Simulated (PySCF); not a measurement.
C5H7F, SMILES FC1=CCCC1. Coordinates come from a PBE-D3(BJ)/def2-SVP optimisation. Other conformers were not sampled.

Method: PBE-D3(BJ)/def2-SVP (PySCF).

Harmonic wavenumbers (cm⁻¹): 153, 252, 394, 455, 564, 632, 785, 802, 871, 885, 904, 948, 1017, 1020, 1097, 1152, 1172, 1209, 1223, 1274, 1285, 1340, 1401, 1410, 1428, 1699, 2939, 2952, 2995, 3007, 3018, 3058, 3159. Rotational constants (GHz): 7.092, 3.102, 2.270; symmetry number 1.

Question: Work out the zero-point energy and the ideal-gas rigid-rotor harmonic-oscillator thermochemistry at 298.15 K and 1 atm.

Answer: ZPE = ½ Σ hcν = ½ × 46497 cm⁻¹ = 66.47 kcal/mol. H − E(el) = 70.48 kcal/mol. Entropy in cal/(mol K): translation 39.27, rotation 26.27, vibration 8.56, total 74.10. G − E(el) = 48.39 kcal/mol. Cp = 22.47 cal/(mol K).
